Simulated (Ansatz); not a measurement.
Ansatz (a quantum-chemistry and plane-wave program) input (HF/3-21G): The .json file is the Basis Set Exchange's 3-21G.

Ansatz 0.2 input:
```yaml
crystal:
  periodic: [false, false, false]
  atoms:
    - {symbol: Si, position_ang: [-1.19877018, 0.13613752, -0.01505633]}
    - {symbol: Si, position_ang: [1.02564970, -0.03063269, 0.00799333]}
    - {symbol: H, position_ang: [-1.44291506, -1.39585754, 0.07069958]}
    - {symbol: H, position_ang: [1.92093871, -1.24281186, 0.08247861]}
    - {symbol: H, position_ang: [1.94566305, 1.16160178, -0.05429625]}
basis:
  gaussian:
    orbitals: 3-21G.json
hamiltonian:
  xc: {name: HF}
total_charge: -1
phonons: {temperatures: {t_min: 298.15, t_max: 298.15, t_step: 100}}
```

Output:

```
WARN ansatz: RAYON_NUM_THREADS=1 ignored (pool sized by the plan → 1); use --threads N
Functional definition: HF
integrals: 0.00 GiB planned
377 factors; integrals over basis functions are off by at most 2.9e-4 eV
mean field: 0.06 GiB planned
mean field evaluation 1: about -15686.2555 eV, gradient 1.1e1 eV
mean field evaluation 2: about -15686.2558 eV, gradient 1.1e1 eV
mean field evaluation 4: about -15686.9742 eV, gradient 1.4e0 eV
mean field evaluation 8: about -15686.9972 eV, gradient 1.6e-3 eV
mean field -15686.99720775 eV, -576.4865143563 hartree, gradient 7.8e-6 eV, S^2 0.000000; 0 other end points of the search recorded, 0 dependent functions left out
the calculation of the forces begins
reference -15686.99720775 eV, -576.4865143563 hartree; 16, 16 occupied and 16, 16 virtual orbitals, 377 factors
these checks for a lower state are left out or cut short: stability, starts, cluster_reference, orbital_swaps, neighbouring_geometries, increment
integrals: 0.00 GiB planned
377 factors; integrals over basis functions are off by at most 2.9e-4 eV
mean field: 0.06 GiB planned
mean field evaluation 16: about -15686.9972 eV, gradient 1.1e-4 eV
mean field -15686.99715382 eV, -576.4865123744 hartree, gradient 1.6e-6 eV, S^2 0.000000; 0 other end points of the search recorded, 0 dependent functions left out
the calculation of the forces begins
reference -15686.99715382 eV, -576.4865123744 hartree; 16, 16 occupied and 16, 16 virtual orbitals, 377 factors
these checks for a lower state are left out or cut short: stability, starts, cluster_reference, orbital_swaps, neighbouring_geometries, increment
integrals: 0.00 GiB planned
377 factors; integrals over basis functions are off by at most 2.9e-4 eV
mean field: 0.06 GiB planned
mean field -15686.99716733 eV, -576.4865128708 hartree, gradient 1.5e-6 eV, S^2 0.000000; 0 other end points of the search recorded, 0 dependent functions left out
the calculation of the forces begins
reference -15686.99716733 eV, -576.4865128708 hartree; 16, 16 occupied and 16, 16 virtual orbitals, 377 factors
these checks for a lower state are left out or cut short: stability, starts, cluster_reference, orbital_swaps, neighbouring_geometries, increment
integrals: 0.00 GiB planned
377 factors; integrals over basis functions are off by at most 2.9e-4 eV
mean field: 0.06 GiB planned
mean field evaluation 32: about -15686.9972 eV, gradient 1.9e-6 eV
mean field -15686.99718590 eV, -576.4865135533 hartree, gradient 1.9e-6 eV, S^2 0.000000; 0 other end points of the search recorded, 0 dependent functions left out
the calculation of the forces begins
reference -15686.99718590 eV, -576.4865135533 hartree; 16, 16 occupied and 16, 16 virtual orbitals, 377 factors
these checks for a lower state are left out or cut short: stability, starts, cluster_reference, orbital_swaps, neighbouring_geometries, increment
integrals: 0.00 GiB planned
377 factors; integrals over basis functions are off by at most 2.9e-4 eV
mean field: 0.06 GiB planned
mean field -15686.99717785 eV, -576.4865132575 hartree, gradient 1.5e-6 eV, S^2 0.000000; 0 other end points of the search recorded, 0 dependent functions left out
the calculation of the forces begins
reference -15686.99717785 eV, -576.4865132575 hartree; 16, 16 occupied and 16, 16 virtual orbitals, 377 factors
these checks for a lower state are left out or cut short: stability, starts, cluster_reference, orbital_swaps, neighbouring_geometries, increment
integrals: 0.00 GiB planned
377 factors; integrals over basis functions are off by at most 2.9e-4 eV
mean field: 0.06 GiB planned
mean field -15686.99713814 eV, -576.4865117981 hartree, gradient 3.0e-6 eV, S^2 0.000000; 0 other end points of the search recorded, 0 dependent functions left out
the calculation of the forces begins
reference -15686.99713814 eV, -576.4865117981 hartree; 16, 16 occupied and 16, 16 virtual orbitals, 377 factors
these checks for a lower state are left out or cut short: stability, starts, cluster_reference, orbital_swaps, neighbouring_geometries, increment
integrals: 0.00 GiB planned
377 factors; integrals over basis functions are off by at most 2.9e-4 eV
mean field: 0.06 GiB planned
mean field -15686.99712792 eV, -576.4865114225 hartree, gradient 1.5e-6 eV, S^2 0.000000; 0 other end points of the search recorded, 0 dependent functions left out
the calculation of the forces begins
reference -15686.99712792 eV, -576.4865114225 hartree; 16, 16 occupied and 16, 16 virtual orbitals, 377 factors
these checks for a lower state are left out or cut short: stability, starts, cluster_reference, orbital_swaps, neighbouring_geometries, increment
integrals: 0.00 GiB planned
377 factors; integrals over basis functions are off by at most 2.9e-4 eV
mean field: 0.06 GiB planned
[...]
377 factors; integrals over basis functions are off by at most 2.9e-4 eV
mean field: 0.06 GiB planned
mean field evaluation 64: about -15686.9972 eV, gradient 3.0e-6 eV
mean field -15686.99715919 eV, -576.4865125715 hartree, gradient 3.0e-6 eV, S^2 0.000000; 0 other end points of the search recorded, 0 dependent functions left out
the calculation of the forces begins
reference -15686.99715919 eV, -576.4865125715 hartree; 16, 16 occupied and 16, 16 virtual orbitals, 377 factors
these checks for a lower state are left out or cut short: stability, starts, cluster_reference, orbital_swaps, neighbouring_geometries, increment
integrals: 0.00 GiB planned
377 factors; integrals over basis functions are off by at most 2.9e-4 eV
mean field: 0.06 GiB planned
mean field -15686.99717202 eV, -576.4865130432 hartree, gradient 9.9e-7 eV, S^2 0.000000; 0 other end points of the search recorded, 0 dependent functions left out
the calculation of the forces begins
reference -15686.99717202 eV, -576.4865130432 hartree; 16, 16 occupied and 16, 16 virtual orbitals, 377 factors
these checks for a lower state are left out or cut short: stability, starts, cluster_reference, orbital_swaps, neighbouring_geometries, increment
integrals: 0.00 GiB planned
377 factors; integrals over basis functions are off by at most 2.9e-4 eV
mean field: 0.06 GiB planned
mean field -15686.99716115 eV, -576.4865126438 hartree, gradient 9.3e-7 eV, S^2 0.000000; 0 other end points of the search recorded, 0 dependent functions left out
the calculation of the forces begins
reference -15686.99716115 eV, -576.4865126438 hartree; 16, 16 occupied and 16, 16 virtual orbitals, 377 factors
these checks for a lower state are left out or cut short: stability, starts, cluster_reference, orbital_swaps, neighbouring_geometries, increment
integrals: 0.00 GiB planned
377 factors; integrals over basis functions are off by at most 2.9e-4 eV
mean field: 0.06 GiB planned
mean field -15686.99720259 eV, -576.4865141665 hartree, gradient 8.6e-7 eV, S^2 0.000000; 0 other end points of the search recorded, 0 dependent functions left out
the calculation of the forces begins
reference -15686.99720259 eV, -576.4865141665 hartree; 16, 16 occupied and 16, 16 virtual orbitals, 377 factors
these checks for a lower state are left out or cut short: stability, starts, cluster_reference, orbital_swaps, neighbouring_geometries, increment
integrals: 0.00 GiB planned
377 factors; integrals over basis functions are off by at most 2.9e-4 eV
mean field: 0.06 GiB planned
mean field -15686.99720341 eV, -576.4865141967 hartree, gradient 1.5e-6 eV, S^2 0.000000; 0 other end points of the search recorded, 0 dependent functions left out
the calculation of the forces begins
reference -15686.99720341 eV, -576.4865141967 hartree; 16, 16 occupied and 16, 16 virtual orbitals, 377 factors
these checks for a lower state are left out or cut short: stability, starts, cluster_reference, orbital_swaps, neighbouring_geometries, increment
integrals: 0.00 GiB planned
377 factors; integrals over basis functions are off by at most 2.9e-4 eV
mean field: 0.06 GiB planned
mean field evaluation 96: about -15686.9972 eV, gradient 2.5e-6 eV
mean field -15686.99717409 eV, -576.4865131192 hartree, gradient 2.5e-6 eV, S^2 0.000000; 0 other end points of the search recorded, 0 dependent functions left out
the calculation of the forces begins
reference -15686.99717409 eV, -576.4865131192 hartree; 16, 16 occupied and 16, 16 virtual orbitals, 377 factors
these checks for a lower state are left out or cut short: stability, starts, cluster_reference, orbital_swaps, neighbouring_geometries, increment
integrals: 0.00 GiB planned
377 factors; integrals over basis functions are off by at most 2.9e-4 eV
mean field: 0.06 GiB planned
mean field -15686.99716796 eV, -576.4865128938 hartree, gradient 2.0e-6 eV, S^2 0.000000; 0 other end points of the search recorded, 0 dependent functions left out
the calculation of the forces begins
reference -15686.99716796 eV, -576.4865128938 hartree; 16, 16 occupied and 16, 16 virtual orbitals, 377 factors
these checks for a lower state are left out or cut short: stability, starts, cluster_reference, orbital_swaps, neighbouring_geometries, increment
integrals: 0.00 GiB planned
377 factors; integrals over basis functions are off by at most 2.9e-4 eV
mean field: 0.06 GiB planned
mean field -15686.99719532 eV, -576.4865138993 hartree, gradient 2.0e-6 eV, S^2 0.000000; 0 other end points of the search recorded, 0 dependent functions left out
the calculation of the forces begins
reference -15686.99719532 eV, -576.4865138993 hartree; 16, 16 occupied and 16, 16 virtual orbitals, 377 factors
these checks for a lower state are left out or cut short: stability, starts, cluster_reference, orbital_swaps, neighbouring_geometries, increment
integrals: 0.00 GiB planned
377 factors; integrals over basis functions are off by at most 2.9e-4 eV
mean field: 0.06 GiB planned
mean field -15686.99719723 eV, -576.4865139695 hartree, gradient 1.9e-6 eV, S^2 0.000000; 0 other end points of the search recorded, 0 dependent functions left out
the calculation of the forces begins
reference -15686.99719723 eV, -576.4865139695 hartree; 16, 16 occupied and 16, 16 virtual orbitals, 377 factors
these checks for a lower state are left out or cut short: stability, starts, cluster_reference, orbital_swaps, neighbouring_geometries, increment
integrals: 0.00 GiB planned
377 factors; integrals over basis functions are off by at most 2.9e-4 eV
mean field: 0.06 GiB planned
mean field -15686.99716470 eV, -576.4865127740 hartree, gradient 1.9e-6 eV, S^2 0.000000; 0 other end points of the search recorded, 0 dependent functions left out
the calculation of the forces begins
reference -15686.99716470 eV, -576.4865127740 hartree; 16, 16 occupied and 16, 16 virtual orbitals, 377 factors
these checks for a lower state are left out or cut short: stability, starts, cluster_reference, orbital_swaps, neighbouring_geometries, increment
integrals: 0.00 GiB planned
377 factors; integrals over basis functions are off by at most 2.9e-4 eV
mean field: 0.06 GiB planned
mean field evaluation 128: about -15686.9972 eV, gradient 2.7e-6 eV
mean field -15686.99717840 eV, -576.4865132775 hartree, gradient 2.8e-6 eV, S^2 0.000000; 0 other end points of the search recorded, 0 dependent functions left out
the calculation of the forces begins
reference -15686.99717840 eV, -576.4865132775 hartree; 16, 16 occupied and 16, 16 virtual orbitals, 377 factors
these checks for a lower state are left out or cut short: stability, starts, cluster_reference, orbital_swaps, neighbouring_geometries, increment
integrals: 0.00 GiB planned
377 factors; integrals over basis functions are off by at most 2.9e-4 eV
mean field: 0.06 GiB planned
mean field -15686.99719180 eV, -576.4865137701 hartree, gradient 2.3e-6 eV, S^2 0.000000; 0 other end points of the search recorded, 0 dependent functions left out
the calculation of the forces begins
reference -15686.99719180 eV, -576.4865137701 hartree; 16, 16 occupied and 16, 16 virtual orbitals, 377 factors
these checks for a lower state are left out or cut short: stability, starts, cluster_reference, orbital_swaps, neighbouring_geometries, increment
integrals: 0.00 GiB planned
377 factors; integrals over basis functions are off by at most 2.9e-4 eV
mean field: 0.06 GiB planned
mean field -15686.99719818 eV, -576.4865140044 hartree, gradient 2.2e-6 eV, S^2 0.000000; 0 other end points of the search recorded, 0 dependent functions left out
the calculation of the forces begins
reference -15686.99719818 eV, -576.4865140044 hartree; 16, 16 occupied and 16, 16 virtual orbitals, 377 factors
Total energy: -15686.99720775 eV, -576.4865143563 hartree
Atom 0 at    -1.198770     0.136138    -0.015056 Å, force     0.002301    -0.002759     0.000171 eV/Å
Atom 1 at     1.025650    -0.030633     0.007993 Å, force     0.000267     0.002038    -0.000114 eV/Å
Atom 2 at    -1.442915    -1.395858     0.070700 Å, force    -0.000235     0.002231    -0.000129 eV/Å
Atom 3 at     1.920939    -1.242812     0.082479 Å, force    -0.000534     0.001259    -0.000075 eV/Å
Atom 4 at     1.945663     1.161602    -0.054296 Å, force    -0.001799    -0.002769     0.000147 eV/Å
Dipole moment:     0.230180    -0.113729     0.007879 e Å
Vibrations: 303.65 429.08 519.12 657.86 760.87 1006.07 1946.27 2148.94 2171.80 cm⁻¹, zero-point energy 0.616428 eV
```

The blocks after the first are displaced geometries, from whose forces the wavenumbers follow.

The dipole moment of an ion depends on the origin.
